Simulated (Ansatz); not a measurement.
Ca2F4, relaxed as a singlet with RKS PBE-D4/def2-SVP in Ansatz, starting from the GFN1-xTB geometry. Force threshold 0.02 eV/Å.

The structure comes from a short search, and lower isomers may exist.

Start:

```xyz
6

Ca    1.528   -0.256    0.200
Ca   -1.371    0.280   -0.795
F     0.310    1.318   -0.266
F    -0.102   -1.289   -0.476
F     2.774   -0.565    1.560
F    -3.138    0.511   -0.223
```

Task: Estimate the energy that the relaxation releases and the steps that it takes.

Result: 0.62 eV, in 13 steps; 13 s on 4 threads of Arm Neoverse V2 on a shared host. The force fell under the threshold at step 6, but the optimiser went on and released 0.006 eV more. No frequencies were taken in this run, so the end may be a saddle point.

Task: Does the start keep its bonding and symmetry?

Result: By distances, no bond broke or formed. The bond that changes most is Ca2–F4, from 2.04 to 2.17 Å (atoms count from 1). The end is the same structure that another start reached, the lowest one found. Point group Cs at the start, D2h at the end, both within 0.05 Å.

Task: Predict the relaxed structure.

Result: 
```
atom   x (Å)   y (Å)   z (Å)
 Ca1   1.576  -0.289   0.499
 Ca2  -1.579   0.289  -0.489
  F3   0.213   1.353   0.111
  F4  -0.213  -1.353  -0.109
  F5   3.446  -0.628   1.052
  F6  -3.442   0.629  -1.064
```
Bond lengths (bridged metal pairs left out): 6 × Ca–F 1.98 to 2.17 Å.
